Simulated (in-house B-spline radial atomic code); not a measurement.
A fraction x of an electron is removed from 1s in the boron ion B³⁺, starting from 1s2 and keeping the highest spin. All numbers are computed (non-relativistic B3LYP, spin-polarised, spherical fractional occupations; point nucleus) with an all-electron radial atomic-structure program (B-spline basis), not measured.

Caution: exact exchange at fractional occupations of open shells leaves self-interaction of up to several eV.

```csv
x,E(x) - E(0) (eV),1s down level (eV)
0,0.0000,-237.638
0.05,11.9409,-239.995
0.15,36.1747,-244.672
0.29,70.8810,-251.105
0.38,93.6630,-255.147
0.5,124.5967,-260.383
0.61,153.4940,-264.988
0.71,180.1933,-268.959
0.78,199.1129,-271.572
0.89,229.1907,-275.133
```
